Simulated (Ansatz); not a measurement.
CH₄FIOSi, SMILES `F[SiH2]OCI`. Total charge 0; spin multiplicity 1. I: def2 effective core potential. The geometry is a stationary point of PBE0-D4/def2-TZVP. It is one conformer, not always the lowest.

```xyz
9

F     0.187   -1.515   -1.498
Si   -0.770   -1.107   -0.290
O     0.079   -0.188    0.774
C     0.867    0.902    0.507
I    -0.234    2.616   -0.271
H    -1.911   -0.366   -0.860
H    -1.149   -2.315    0.462
H     1.622    0.707   -0.253
H     1.311    1.267    1.429
```

Question: What is the dipole moment at r2SCAN/def2-TZVPP? (Best estimate.)

Answer: Computed: 1.20 D, with components (0.34, -0.81, 0.83) D in this frame, pointing from negative to positive charge.

Question: And with PBE, B3LYP, ωB97M-V? (Estimate.)

Answer: The calculation gave: PBE 1.12 D, B3LYP 1.08 D, ωB97M-V 1.04 D.

Question: Give the Mulliken charges with r2SCAN, ωB97M-V, B3LYP in def2-TZVPP. (Estimate.)

Answer: Ansatz gave: 
| atom | r2SCAN | ωB97M-V | B3LYP |
| --- | --- | --- | --- |
| F1 | -0.32 | -0.31 | -0.32 |
| Si2 | 0.68 | 0.58 | 0.67 |
| O3 | -0.34 | -0.33 | -0.34 |
| C4 | -0.01 | -0.19 | -0.11 |
| I5 | -0.14 | -0.08 | -0.11 |
| H6 | -0.06 | -0.02 | -0.06 |
| H7 | -0.07 | -0.03 | -0.07 |
| H8 | 0.13 | 0.19 | 0.16 |
| H9 | 0.13 | 0.19 | 0.17 |

B3LYP here is the variant with VWN-RPA as its local correlation; programs differ in this.
